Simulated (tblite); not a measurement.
C6H5O2S (doublet state).
Numbering: `[CH2:1][S:2][c:3]1[cH:4][cH:5][c:6](=[O:7])[o:8][cH:9]1` (hydrogens: H10, H11 on C1; H12 on C4; H13 on C5; H14 on C9)
Bond orders are those of one Lewis drawing.

Computed with GFN2-xTB (tblite), gas phase: L-BFGS steps from a force-field or distance-geometry start until the largest atomic force falls under 0.01 eV/Å.

Step 22: E = -725.7729 eV
```
atom  x, y, z in Å  |  force x, y, z in eV/Å
C1      2.8436   -0.2084    0.1585   -0.054  -0.034  -0.021
S2      1.9968    0.5703   -1.0958   -0.036   0.003  -0.149
C3      0.3293    0.3372   -0.5119   -0.019   0.060   0.058
C4     -0.3677   -0.9015   -0.6235    0.034   0.048   0.020
C5     -1.6269   -0.9761   -0.1399    0.002  -0.025  -0.001
C6     -2.2770    0.1476    0.5081    0.017  -0.049  -0.061
O7     -3.3786    0.1461    0.9875   -0.010   0.047   0.015
O8     -1.5358    1.3193    0.5650    0.056  -0.013  -0.041
C9     -0.3032    1.3816    0.0714   -0.031   0.016   0.057
H10     2.3574   -0.3209    1.1036    0.057  -0.024   0.087
H11     3.9075   -0.2244    0.0630    0.034  -0.043   0.026
H12     0.1114   -1.7493   -1.0919    0.019   0.063   0.009
H13    -2.2151   -1.8753   -0.2061   -0.018  -0.062   0.006
H14     0.1577    2.3533    0.1898   -0.050   0.013  -0.005
```

Step 23: E = -725.7749 eV
```
atom  x, y, z in Å  |  force x, y, z in eV/Å
C1      2.8404   -0.2288    0.1511   -0.019  -0.024   0.004
S2      1.9969    0.5735   -1.0892   -0.011   0.027  -0.195
C3      0.3305    0.3414   -0.5085   -0.038   0.058   0.065
C4     -0.3649   -0.8978   -0.6206    0.025   0.030   0.032
C5     -1.6253   -0.9754   -0.1406   -0.001  -0.042   0.016
C6     -2.2790    0.1455    0.5076    0.010  -0.023  -0.091
O7     -3.3821    0.1447    0.9840    0.023   0.037   0.011
O8     -1.5390    1.3179    0.5615    0.024   0.025  -0.003
C9     -0.3055    1.3846    0.0721   -0.055   0.031   0.056
H10     2.3680   -0.3142    1.1059    0.029  -0.037   0.107
H11     3.9048   -0.2328    0.0561    0.048  -0.053   0.012
H12     0.1195   -1.7443   -1.0850    0.012   0.051  -0.001
H13    -2.2124   -1.8750   -0.2061   -0.012  -0.078  -0.004
H14     0.1475    2.3603    0.1895   -0.035  -0.001  -0.008
```

Step 24: E = -725.7770 eV
```
atom  x, y, z in Å  |  force x, y, z in eV/Å
C1      2.8369   -0.2457    0.1452    0.006   0.008   0.021
S2      1.9961    0.5729   -1.0885    0.022   0.020  -0.160
C3      0.3315    0.3462   -0.5048   -0.042   0.045   0.051
C4     -0.3623   -0.8933   -0.6177    0.003   0.004   0.043
C5     -1.6239   -0.9759   -0.1411   -0.003  -0.052   0.026
C6     -2.2805    0.1430    0.5061   -0.007   0.010  -0.088
O7     -3.3846    0.1446    0.9810    0.053   0.019  -0.003
O8     -1.5411    1.3162    0.5589   -0.025   0.051   0.036
C9     -0.3075    1.3880    0.0739   -0.059   0.039   0.037
H10     2.3779   -0.3094    1.1095    0.007  -0.038   0.076
H11     3.9023   -0.2402    0.0514    0.041  -0.062  -0.008
H12     0.1272   -1.7377   -1.0798    0.010   0.033  -0.011
H13    -2.2101   -1.8765   -0.2060    0.007  -0.076  -0.014
H14     0.1374    2.3674    0.1897   -0.012   0.000  -0.006
```

Task: Estimate the geometry and energy of step 25. (The exact step hangs on the optimiser's Hessian estimate; all steps are aligned on step 24, rigid shifts and turns removed.)

Result: E = -725.7788 eV, largest force 0.105 eV/Å
```
atom  x, y, z in Å  |  force x, y, z in eV/Å
C1      2.8338   -0.2482    0.1452    0.076   0.011  -0.001
S2      1.9948    0.5600   -1.0982    0.016   0.035  -0.084
C3      0.3318    0.3503   -0.5028   -0.029   0.009   0.016
C4     -0.3616   -0.8890   -0.6166   -0.013  -0.021   0.045
C5     -1.6232   -0.9780   -0.1408   -0.007  -0.043   0.025
C6     -2.2805    0.1408    0.5044   -0.018   0.038  -0.050
O7     -3.3846    0.1467    0.9794    0.054  -0.004  -0.016
O8     -1.5401    1.3142    0.5596   -0.070   0.056   0.055
C9     -0.3073    1.3909    0.0769   -0.036   0.041   0.006
H10     2.3822   -0.3102    1.1127   -0.035  -0.019   0.063
H11     3.9004   -0.2416    0.0526    0.014  -0.064  -0.022
H12     0.1319   -1.7293   -1.0807    0.008   0.008  -0.015
H13    -2.2087   -1.8799   -0.2053    0.027  -0.056  -0.020
H14     0.1306    2.3729    0.1913    0.014   0.008  -0.003
```

The energy changes by -0.0018 eV. The first-order estimate −F·Δx gives -0.0029 eV and the mean of the old and new forces, exact on a quadratic surface, -0.0017 eV. The step makes an angle of 65° with the force vector and moves no atom by more than 0.016 Å.

The cost below is that of the whole relaxation. On an Arm Neoverse V2 with one thread, no GPU, shared host, this took 0.55 s of wall time.
